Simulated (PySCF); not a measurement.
**A thermochemical cycle for NaSn**

PBE in PySCF with def2-SVP on every atom (core potentials on Sn), for the lowest determinant that a PBE0 search found; no spin–orbit coupling. NaSn, a quartet (σ ↑, π ↑↑), has De = 1.18 eV to neutral atoms, and NaSn⁺, a triplet (σ ↑, π ↑), has De = 0.66 eV to Na⁺ + Sn.

The adiabatic ionisation energy of NaSn, between the minima, is 5.81 eV.

Q: Which ionisation energy of the Na atom does this level give?

A: IE(Na) = IE(molecule) + De(ion) − De(neutral) = 5.81 + 0.66 − 1.18 = 5.29 eV; the measured value is 5.139 eV (NIST ASD).

Spin–orbit coupling is left out, which matters for elements this heavy, above all for dissociation energies. For an ion De counts to the pair picked by the measured ionisation energies or electron affinities, which need not be the lowest pair at this level. States were picked by a PBE0 search and need not be the measured ground states.
